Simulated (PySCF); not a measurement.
C2H5S, SMILES [CH2]SC, multiplicity 2. Atoms are numbered in the order given.

```xyz
8

C      1.4290     0.0624    -0.2922
S     -0.0163    -0.3079     0.5313
C     -1.2591     0.4057    -0.5730
H      2.3540    -0.3049     0.1449
H      1.4469     0.7872    -1.1031
H     -1.0952     1.4859    -0.6847
H     -1.2242    -0.0847    -1.5546
H     -2.2393     0.2340    -0.1117
```
Charge 0, spin multiplicity 2.

Geometry: PBE-D3(BJ)/def2-TZVP. The isomer is the one that the SMILES or the coordinates give; other isomers of the formula were not compared.

These are PySCF with ωB97X/def2-TZVPD values and carry that method's errors.

Mulliken values depend strongly on the basis, most of all with diffuse functions as here. ESP charges are fitted to the potential on shells at 1.4 to 2.0 van der Waals radii. Atomic charges (e):

| atom | Mulliken | ESP fit | Mulliken spin |
|---|---|---|---|
| C1 | -0.67 | -0.54 | 0.62 |
| S2 | 0.00 | 0.02 | 0.22 |
| C3 | -0.72 | -0.56 | 0.01 |
| H4 | 0.29 | 0.23 | 0.07 |
| H5 | 0.29 | 0.22 | 0.07 |
| H6 | 0.26 | 0.21 | 0.00 |
| H7 | 0.27 | 0.21 | 0.00 |
| H8 | 0.27 | 0.21 | 0.00 |
